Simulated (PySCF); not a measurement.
# NMR data sheet: C6H5Cl

| Item | Value |
| --- | --- |
| Formula | C6H5Cl |
| SMILES | C=C1C=C(Cl)C1=C |
| InChI | InChI=1S/C6H5Cl/c1-4-3-6(7)5(4)2/h3H,1-2H2 |
| Point group of the computed structure | Cs |
| Degrees of unsaturation | 4 |
| Carbon signals | 6 |
| Proton signals | 5 |

Numbering as in the mapped SMILES `[CH2:1]=[C:2]1[CH:3]=[C:4]([Cl:5])[C:6]1=[CH2:7]`; H(Xn) means a hydrogen on atom n. Ha(C7) is cis to C2; Ha(C1) is cis to C3; Hb(C7) is trans to C2; Hb(C1) is trans to C3.

Computational details: shielding tensors at PBE0/pcSseg-1 (GIAO), structure optimised with GFN2-xTB, in PySCF 2.14.0 with density-fitted response routines (non-relativistic, single conformer, in vacuum).

Scale: ¹H, ¹³C vs TMS (reference shieldings calculated alike).

| carbon | δC, type | δH (multiplicity) | HMBC from (2–3 bonds) | span of the C tensor (ppm) |
| --- | --- | --- | --- | --- |
| C1 | 99.0, CH2 | Hb(C1) 5.05 (m); Ha(C1) 4.97 (m) | H(C3) | 173 |
| C2 | 150.6, C | – | H(C3), Hb(C7), Ha(C7), Hb(C1), Ha(C1) | 214 |
| C3 | 152.8, CH | 7.05 (s) | Hb(C1), Ha(C1) | 188 |
| C4 | 157.9, C | – | H(C3), Hb(C7), Ha(C7) | 183 |
| C6 | 156.8, C | – | H(C3), Hb(C7), Ha(C7), Hb(C1), Ha(C1) | 190 |
| C7 | 100.8, CH2 | Ha(C7) 5.20 (m); Hb(C7) 5.20 (m) | – | 183 |

Carbon types of the structure: 3 × C, 1 × CH, 2 × CH2, which accounts for all hydrogens. δC 157.9, 156.8, 150.6: fully substituted alkene carbon; an sp2 carbon of a C=C bond. δC 152.8: alkene CH; as expected for a trigonal carbon in a double bond. δC 100.8, 99.0: terminal =CH2 carbon. δH 7.05: hydrogen on an alkene CH; attached to an sp2 carbon and in the plane of the double bond. δH 5.20, 5.20, 5.05, 4.97: hydrogen on a terminal =CH2 carbon; attached to an sp2 carbon and in the plane of the double bond.

Carbons that carry Cl, above all several Cl atoms, come out too deshielded, partly because spin–orbit coupling is missing. Shifts are as computed. Against solution values, carbons near 30 ppm lie about +3 ppm off and those near 130 ppm about +5 ppm; carbons on Cl a further +6 ppm (rms about the fit 2.1 ppm; single classes can miss by 10 ppm). Of 1328 compounds with measured shifts, 309 miss one by over three times the rms of a fit or turn the order of signals round; such compounds aren't used in these exercises. Signals without a measured value on file couldn't be tested in this way; 1H shifts scatter by 0.2 ppm about their fit, and single ones miss by 0.5 ppm. No couplings were computed; multiplicities are counted from neighbouring protons, with m where these are inequivalent, close in shift, in a saturated or five-membered ring or joined by F or P, and br s for small geminal =CH2 splittings.
